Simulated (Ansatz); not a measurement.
Br2Hg, charge -1, doublet, at the geometry of the source list (a state made from the parent by changing its charge; the spin is typed, not shown lowest) (core potentials on Hg) (a gas-phase anion, which may not be bound at this level). Base run: PBE0/def2-SVP (Ansatz, an electronic-structure program).

Ansatz was given this input:
Ansatz 0.2 input:
```yaml
crystal:
  periodic: [false, false, false]
  atoms:
    - {symbol: Hg, position_ang: [-0.00000000, 0.00000000, 0.00000000]}
    - {symbol: Br, position_ang: [-0.22500000, 1.90820000, -1.51100000]}
    - {symbol: Br, position_ang: [0.22500000, -1.90820000, 1.51100000]}
basis:
  gaussian:
    orbitals: def2-SVP
hamiltonian:
  xc: pbe0
total_charge: -1
magnetization: {spin_polarized: true, initial_magnetization: 1}
```

Each row names what was changed in the base input (with any setting that the change needs).

| change | basis functions | E (Eh) |
|---|---|---|
| base | 96 | -5300.67991 |
| basis = ANO-RCC-VDZP; relativity = none | 113 | -20844.75715 |
| basis = ANO-RCC-VDZP; relativity = spin-free X2C | 113 | -24841.19320 |
| basis = ANO-RCC-VDZP; relativity = spin-free X2C; nucleus = Gaussian | 113 | -24836.93397 |

Absolute energies of different levels of theory aren't comparable as measures of quality.

Ansatz warned in this series: the basis is contracted for relativity, which the run leaves out.

A gas-phase anion may not be bound at this level; its values then depend on the basis.

Basis sets contracted for a relativistic Hamiltonian are a mismatch without it, so the rows without relativity aren't non-relativistic limits. No row has spin-orbit coupling; sets with core potentials leave out the core electrons.
